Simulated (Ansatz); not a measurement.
Reaction (cleavage of the Ge–Al bond): `C#[C][AlH][GeH3]` + `O[SiH](O)O` → `O[SiH](O)[O][GeH3]` + `C#[C][AlH2]`

Calculated with Ansatz (gas phase, PBE0-D4/def2-TZVP geometries, no zero-point term in ΔE). CCSD(T)/CBS adds triple-zeta CCSD(T) − MP2 to the extrapolated MP2 energy (def2 sets, frozen cores). For Ge outer-core shells are correlated without core-valence functions, which leaves a few kJ/mol of doubt a bond. Scalar relativity is left out up to krypton. One conformer a species, not always the lowest.

```csv
species,MP2/CBS(def2) energy (Eh)
`C#[C][AlH][GeH3]`,-2397.11134
`O[SiH](O)O`,-517.12754
`O[SiH](O)[O][GeH3]`,-2594.43470
`C#[C][AlH2]`,-319.80735
```

Question: Work out ΔE.

Answer: ΔE = (-2594.43470) + (-319.80735) − (-2397.11134) − (-517.12754) = -0.00317 Eh = -2.0 kcal/mol. CCSD(T)/CBS gives -1.1 kcal/mol.

Largest T1 diagnostic among the species: 0.013.

The D4 term adds −0.9 kcal/mol with B3LYP and −0.5 kcal/mol with PBE0; it sums over pairs of atoms, weighted by their polarisabilities, and B3LYP, whose exchange is more repulsive, gets the larger term. In def2-TZVPP, CCSD(T) changes the Hartree–Fock value by +4.9 kcal/mol (the triples alone add +0.3 kcal/mol) and MP2 by +4.0 kcal/mol.

B3LYP here is the variant with VWN-RPA as its local correlation; programs differ in this.
